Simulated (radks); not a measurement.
Results of a calculation; reference values are marked as such.
Question: The strontium ion Sr+, 37 electrons, occupied as [Kr] 5s1 (the NIST ground configuration). Level of theory: Dirac Kohn-Sham, Slater X-alpha with alpha = 0.878, spin-unpolarised, spherical densities, finite nucleus; Fermi nuclear charge, rms radius 4.224 fm (a radial shooting solver on a logarithmic mesh with Libxc functionals). Some entries of the table are withheld. Estimate them.

orbital  occ.  eigenvalue (eV)  <r> (bohr)
1s1/2       2        -16013.51     0.03912
2s1/2       2        -2188.717      0.1717
2p1/2       2        -1999.181      0.1468
2p3/2       4        -1929.840      0.1510
3s1/2       2        -349.3858      0.4890
3p1/2       2        -279.4613         (1)
3p3/2       4        -268.7134         (2)
3d3/2       4              (3)      0.4885
3d5/2       6              (4)      0.4921
4s1/2       2         -50.0471       1.332
4p1/2       2         -32.3520         (5)
4p3/2       4         -31.0961         (6)
5s1/2       1          -8.8442       3.730

Answer: 
(1) 3p1/2 <r> (bohr): 0.4871
(2) 3p3/2 <r> (bohr): 0.4975
(3) 3d3/2 eigenvalue (eV): -144.6871
(4) 3d5/2 eigenvalue (eV): -142.7785
(5) 4p1/2 <r> (bohr): 1.501
(6) 4p3/2 <r> (bohr): 1.533
